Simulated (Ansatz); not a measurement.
Wavefunction ladder for `C[O][AlH][N](C)C`

```xyz
16

C    -0.7506   -3.0797   -0.4882
O    -0.5012   -1.7652   -0.0955
Al    0.1830   -0.4067   -0.8278
N     0.2686    1.0647    0.1454
C     0.8260    2.2999   -0.3452
C    -0.2072    1.1650    1.5033
H    -1.8211   -3.3011   -0.4149
H    -0.2195   -3.7793    0.1667
H    -0.4358   -3.2812   -1.5206
H     0.7284   -0.4295   -2.3096
H     0.0858    3.1133   -0.3327
H     1.1761    2.1869   -1.3751
H     1.6809    2.6302    0.2627
H    -0.6201    0.2108    1.8366
H    -0.9942    1.9272    1.6001
H     0.6010    1.4449    2.1947
```

The species carries charge 0 and has multiplicity 1. The geometry is a stationary point of PBE0-D4/def2-TZVP. It is one conformer, not always the lowest. Frozen core, restricted reference, Ansatz. CBS rows extrapolate triple and quadruple zeta; past MP2 they add the triple-zeta difference.

```csv
basis,HF (Eh),MP2 corr.
def2-SVP,-490.45305,-0.84707
def2-TZVPP,-490.82573,-1.05526
def2-QZVPP,-490.84553,-1.12810
```

Problem. Estimate the CCSD correlation energy and the (T) correction in each basis where they were run (hartree).

Solution. 
| basis | CCSD corr. | (T) |
| --- | --- | --- |
| def2-SVP | -0.91365 | -0.02433 |
| def2-TZVPP | -1.10775 | -0.04161 |
| CBS(def2) | -1.23454 | as TZ |
